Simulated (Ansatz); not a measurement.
Reaction (ligand exchange at the Si–C bond): `O[Si@H](Cl)C[Si@@H](O)F` + `N[SiH3]` → `O[SiH](F)N[SiH3]` + `C[SiH](O)Cl`

Gas-phase electronic energies from Ansatz, PBE0-D4/def2-TZVP geometries. CBS: MP2 limit from def2 TZ/QZ plus the TZ coupled-cluster correction, frozen cores. This one scheme is used for every species. DFT in def2-TZVPP. Each species was taken in one conformer, which may not be the lowest.

```
       level  ΔE (eV)
     ωB97X-V    -0.62
         PBE    -0.58
      r2SCAN    -0.63
HF/CBS(def2)    -0.82
```

Q: What does CCSD(T)/CBS give? (An estimate is asked.)

A: The calculation gave: -0.65 eV. The listed levels differ from it by 0.03, 0.07, 0.02, -0.17 eV.

Largest T1 diagnostic among the species: 0.011.

The D4 term adds +0.05 eV with B3LYP and +0.03 eV with PBE0; it sums over pairs of atoms, weighted by their polarisabilities, and B3LYP, whose exchange is more repulsive, gets the larger term. In def2-TZVPP, CCSD(T) changes the Hartree–Fock value by +0.16 eV (the triples alone add +0.02 eV) and MP2 by +0.15 eV.

B3LYP here is the variant with VWN-RPA as its local correlation; programs differ in this.
